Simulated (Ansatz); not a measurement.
Molecule: sum formula AlOF (charge 0, singlet). SMILES: [F][Al]=[O]
Coordinates optimised at B3LYP-D3(BJ)/def2-TZVP (Ansatz, an electronic-structure program):
```xyz
3

Al     0.0000     0.0000    -0.0650
O      0.0000     0.0000    -1.6623
F      0.0000     0.0000     1.5714
```
Charge 0, spin multiplicity 1.

Q: Give the harmonic wavenumbers at B3LYP-D3(BJ)/def2-TZVP (Ansatz, finite differences of forces, unscaled).

A: 205, 205, 741, 1173 cm⁻¹. Zero-point energy 3.3 kcal/mol.

Q: From these and the geometry, give the ideal-gas thermochemistry at 298.15 K and 1 atm (rigid rotor, harmonic oscillator).

A: Point group C∞v, rotational symmetry number 1. Rotational constants 5.541, 5.541 GHz. S(trans) 38.29, S(rot) 15.94, S(vib) 4.49, S(elec, spin only) 0.00, S 58.7 cal/(mol K). H(298) - H(0) 2.84 kcal/mol; G - E(el) -11.3 kcal/mol.
